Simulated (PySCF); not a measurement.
Constitutional and geometric isomers with formula C4H4. Gas-phase values, no solvent. Strings in code marks are SMILES.

These are TPSSh-D3(BJ)/def2-TZVP // CAM-B3LYP-D3(BJ)/def2-TZVP (PySCF) values and carry that method's errors. All candidates: neutral, multiplicity 1. Excitations are Tamm–Dancoff values on a coarser integration grid. The basis has no diffuse functions, so Rydberg states are missing or too high.

```
Item                   Result
-------------------  --------
LUMO                 -0.98 eV
T1 excitation (TDA)   3.19 eV
dipole moment          2.11 D
```

Q: Say which member has these values.
A. `C=C1C=C1`
B. `C=C=C=C`
C. `C#CC=C`
D. `C1=CC=C1`

A: A, `C=C1C=C1`. The others give `C=C=C=C`: -1.94 eV, 2.81 eV, 0.00 D; `C1=CC=C1`: -2.01 eV, 1.25 eV, 0.00 D; `C#CC=C`: -1.32 eV, 3.51 eV, 0.41 D
